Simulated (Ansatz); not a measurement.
Energy needed to pull apart CH4BSb, singlet, into free ground-state atoms, from the structure below (displaced at random from a GFN2-xTB minimum); no zero-point or spin–orbit terms; open-shell atoms are treated unrestricted, in their ground-state multiplicity.

```
7
angstrom
B -0.7270 0.0918 -0.5248
C -0.3454 0.6558 0.7403
Sb 1.6058 0.2077 -0.5398
H -1.3562 -0.3727 -1.2954
H -0.8047 0.1319 1.7022
H 0.2514 1.4714 1.1122
H 1.1764 -1.7965 -0.7336
```

Ansatz 0.2.0; basis: def2-TZVPP; cores frozen in the correlated methods. Filled d shells of the heavier atoms are correlated. Core potentials replace the inner electrons of the atoms past krypton. The def2 sets are not built for correlating such inner shells, so the correlated values are less sure here.

```tsv
method	atomization energy (eV)
PBE-D4	?
r2SCAN-D4	22.00
B97M-V	22.21
PBE0-D4	21.95
HSE06-D4	21.95
wB97M-V	21.76
HF	14.77
MP2	21.12
CCSD	?
CCSD(T)	21.07
```

What does PBE-D4 give? (To be estimated.)

The calculation gives: 22.58 eV, which is about 1.51 eV more than CCSD(T)/def2-TZVPP.

What does CCSD give? (To be estimated.)

By the calculation: 20.55 eV, which is about 0.52 eV less than CCSD(T)/def2-TZVPP.

In triple zeta the MP2 and coupled-cluster atomization energies are still short of their basis limit by a few kcal/mol a bond, whereas those of the functionals are nearly converged, so these differences are not deviations from converged CCSD(T).

The T1 diagnostic stays at or below 0.019.

For scale, one of the runs: CCSD(T)/def2-TZVPP forces, 168 basis functions (an equivalent command: `ansatz run in.yaml --threads 4`). Hardware: 4 CPU threads, shared host. Wall time 2.6 min; peak host memory 2.9 GiB.
